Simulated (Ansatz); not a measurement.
Reaction (redistribution): `NC[SiH2]Cl` + `C=C[SiH2]S[SiH](Cl)Cl` → `C=C[SiH2]CN` + `Cl[SiH2]S[SiH](Cl)Cl`

Isolated molecules relaxed with PBE0-D4/def2-TZVP in Ansatz; ΔE leaves out vibrations. CBS: MP2 limit from def2 TZ/QZ plus the TZ coupled-cluster correction, frozen cores. Functionals use def2-TZVPP. One conformer a species, not always the lowest.

`NC[SiH2]Cl`:

Z-matrix (Å, degrees):
```
C
Si 1 1.871
N 1 1.455 2 110.5
H 1 1.098 2 105.9 3 -118.1
H 1 1.102 2 109.0 3 127.8
Cl 2 2.066 1 108.2 3 -57.9
H 2 1.481 1 112.0 3 60.2
H 2 1.484 1 110.8 3 -175.6
H 3 1.012 1 111.3 2 180.0
H 3 1.012 1 110.8 2 60.6
```

`C=C[SiH2]S[SiH](Cl)Cl`:

```xyz
13

C    -0.898   -1.749   -0.805
C    -1.321   -0.580   -0.333
Si   -0.788    0.046    1.322
S     0.255    1.934    1.195
Si    1.717    1.533   -0.265
Cl    2.594   -0.297   -0.003
Cl    0.967    1.597   -2.166
H    -0.214   -2.378   -0.243
H    -1.208   -2.127   -1.775
H    -1.992    0.024   -0.941
H    -1.937    0.397    2.193
H     0.069   -0.970    1.980
H     2.757    2.571   -0.159
```

`C=C[SiH2]CN`:

```xyz
14

C    -2.205    0.421   -1.179
C    -1.410    0.198   -0.135
Si    0.062   -0.942   -0.199
C     1.664    0.009    0.129
N     1.724    0.680    1.432
H    -2.042   -0.069   -2.134
H    -3.054    1.097   -1.128
H    -1.640    0.718    0.795
H    -0.067   -1.978    0.868
H     0.070   -1.612   -1.532
H     2.518   -0.670    0.046
H     1.814    0.759   -0.655
H     0.990    1.374    1.509
H     1.576    0.016    2.182
```

`Cl[SiH2]S[SiH](Cl)Cl`:

```xyz
9

Cl    1.215    0.489    2.376
Si   -0.426   -0.425    1.566
S    -1.287    0.700   -0.032
Si    0.112    0.468   -1.605
Cl    1.842    1.484   -1.260
Cl    0.586   -1.490   -1.929
H    -0.019   -1.768    1.110
H    -1.494   -0.471    2.586
H    -0.530    1.013   -2.812
```

```tsv
level	ΔE (kJ/mol)
PBE-D4	17.2
r2SCAN-D4	19.6
PBE0-D4	20.6
ωB97X-V	22.3
HF/def2-TZVPP	21.4
HF/def2-QZVPP	21.3
MP2/def2-QZVPP	23.7
SCS-MP2/def2-QZVPP	22.3
```

What does CCSD(T)/CBS give? (An estimate is asked.)

The calculation gave: +21.2 kJ/mol. The listed levels differ from it by -4.0, -1.6, -0.6, 1.1, 0.2, 0.1, 2.5, 1.1 kJ/mol.

Largest T1 diagnostic among the species: 0.011.

The D4 term adds +4.9 kJ/mol with B3LYP and +3.0 kJ/mol with PBE0; it sums over pairs of atoms, weighted by their polarisabilities, and B3LYP, whose exchange is more repulsive, gets the larger term. From PBE to PBE0 (25 % exact exchange), in def2-TZVPP and without D4, ΔE moves by +3.5 kJ/mol.

B3LYP here is the variant with VWN-RPA as its local correlation; programs differ in this.
